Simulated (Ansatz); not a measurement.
C2H7BFNS can be A, `CB(S)C(N)F`, or B, `CN(C)B(F)S`.

Isolated molecules relaxed with PBE0-D4/def2-TZVP in Ansatz; ΔE leaves out vibrations. CBS: MP2 limit from def2 TZ/QZ plus the TZ coupled-cluster correction, frozen cores. DFT in def2-TZVPP. B3LYP here is the variant with VWN-RPA as its local correlation; programs differ in this. Each species was taken in one conformer, which may not be the lowest.

Problem. Which is lower in electronic energy at CCSD(T)/CBS, and by how much? (Best estimate.)

Solution. Ansatz gave: B, by 219.6 kJ/mol.

Problem. Give E(B) − E(A) in kJ/mol with B3LYP, CCSD(T)/def2-TZVPP, B3LYP-D4, ωB97M-V, r2SCAN-D4, PBE-D4, CCSD/def2-TZVPP. (Best estimate.)

Solution. Ansatz gave: B3LYP -216.6, CCSD(T)/def2-TZVPP -221.6, B3LYP-D4 -216.7, ωB97M-V -213.0, r2SCAN-D4 -211.5, PBE-D4 -202.4, CCSD/def2-TZVPP -223.9. None reverses the order clearly.

Largest T1 diagnostic: 0.013.

From PBE to PBE0 (25 % exact exchange), in def2-TZVPP and without D4, E(B) − E(A) moves by −8.3 kJ/mol. In def2-TZVPP, CCSD(T) changes the Hartree–Fock value by +11.6 kJ/mol (the triples alone add +2.3 kJ/mol) and MP2 by +5.2 kJ/mol.
